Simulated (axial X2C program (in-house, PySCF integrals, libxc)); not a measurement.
**What spin–orbit coupling does to LiCs**

Calculated with an in-house all-electron X2C program for linear molecules (integrals from PySCF). Spin-free means the one-electron spin-free X2C Hamiltonian; two-component (2c) means X2C with spin–orbit coupling and atomic mean-field two-electron Coulomb and Gaunt terms, so the difference of the two also holds small scalar two-electron terms. Basis: Cs dyall-cv3z [15s15p9d4f1g], Li dyall-cv3z [7s8p2d] (cores contracted in-house); Gaussian nuclei, density fitting, unrestricted open shells. Masses: Cs 132.905 u, Li 7.016 u.

Spin-free state: M_S = 0, Λ = 0 (closed shell); fragments Cs + Li.

```
  level  Re (Å)  ωe (cm⁻¹)  De (eV)  μ (D)
   PBE0   3.736      179.3    0.623  -5.22
     HF   3.926      168.6      n/a  -7.08
    MP2   3.706      186.1    0.469    n/a
   CCSD   3.724      184.0    0.682    n/a
CCSD(T)   3.702      183.9    0.704    n/a
  PBE50   3.757      182.4    0.592  -6.09
```

Correlated methods: 10 electrons correlated (number of frozen shells: Cs 4 s, 3 p, 2 d; Li 1 s), 270 virtual spin orbitals or spinors in MP2, 88 natural virtuals in coupled cluster.

Dipoles are positive if Li is the positive end.

Two-component determinant lowest at the distance of the search:

Ω = 0 (closed shell); fragments Cs + Li.

| level | Re (Å) | ωe (cm⁻¹) | De (eV) | μ (D) |
| --- | --- | --- | --- | --- |
| PBE0 | 3.735 | 179.4 | 0.624 | -5.20 |
| HF | 3.925 | 168.7 | n/a | -7.06 |
| MP2 | 3.705 | 186.2 | 0.469 | n/a |
| CCSD | 3.723 | 185.3 | 0.681 | n/a |
| CCSD(T) | 3.702 | 185.5 | 0.705 | n/a |
| PBE50 | 3.755 | 182.6 | 0.593 | -6.07 |

Problem. From the two tables, how do the constants change at the CCSD(T) level (2c against spin-free)?

Solution. At the CCSD(T) level Re is unchanged within 0.001 Å and ωe rises by 1.6 cm⁻¹; De changes by 0.001 eV.

The state is a single determinant with fixed occupations, the lowest that a limited PBE0 search found. Closed shells are restricted here (equal orbitals for both partners); the stretched side of such a curve lies too high. Dissociation energies refer to the lowest single-determinant-based atoms at the same level and basis. CCSD and (T) use frozen natural virtuals with an MP2 correction for the truncation; (T) itself is uncorrected, so its De runs slightly low.
